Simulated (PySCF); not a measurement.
PySCF 2.14 output of an unrestricted PBE0 calculation on a single atom or ion in x2c-TZVPPall with one added diffuse shell each of s, p, d, f type (12s8p8d4f1g, 113 functions), with the spin-free X2C one-electron Hamiltonian (Gaussian nucleus):

```
SCF conv_tol = 1e-09
number electrons alpha = 41  beta = 39
    C. Adamo and V. Barone.,  J. Chem. Phys. 110, 6158 (1999)
    M. Ernzerhof and G. E. Scuseria.,  J. Chem. Phys. 110, 5029 (1999)
cycle= 1 E= -19625.2303944858  delta_E= -0.0182  |g|= 0.159  |ddm|= 0.398
cycle= 2 E= -19625.2299584468  delta_E= 0.000436  |g|= 0.152  |ddm|= 0.161
cycle= 3 E= -19625.2319995774  delta_E= -0.00204  |g|= 0.0137  |ddm|= 0.0771
cycle= 4 E= -19625.2320319224  delta_E= -3.23e-05  |g|= 0.000582  |ddm|= 0.0125
cycle= 5 E= -19625.2320320555  delta_E= -1.33e-07  |g|= 8.36e-05  |ddm|= 0.000898
cycle= 6 E= -19625.2320320608  delta_E= -5.3e-09  |g|= 1.38e-05  |ddm|= 0.000279
cycle= 7 E= -19625.2320320613  delta_E= -5.02e-10  |g|= 1.86e-06  |ddm|= 8.82e-05
converged SCF energy = -19625.2320320613  <S^2> = 2.0008444  2S+1 = 3.0005629
```

The run itself started from symmetry-adapted Hartree-Fock orbitals and held the occupation by maximum overlap, on a logarithmic radial grid, so the iterations belong to that start.

Which element, charge and spin multiplicity is this?

Hg (mercury, neutral), multiplicity 3; the state was [Xe] 4f14 5d10 6s1 6d1, high-spin 3D determinant (an excited configuration).

Spin-orbit coupling, absent here, splits the open shell strongly. The outer electron is Rydberg-like, and this basis confines it to a smaller radius and binds it less than a complete one would.
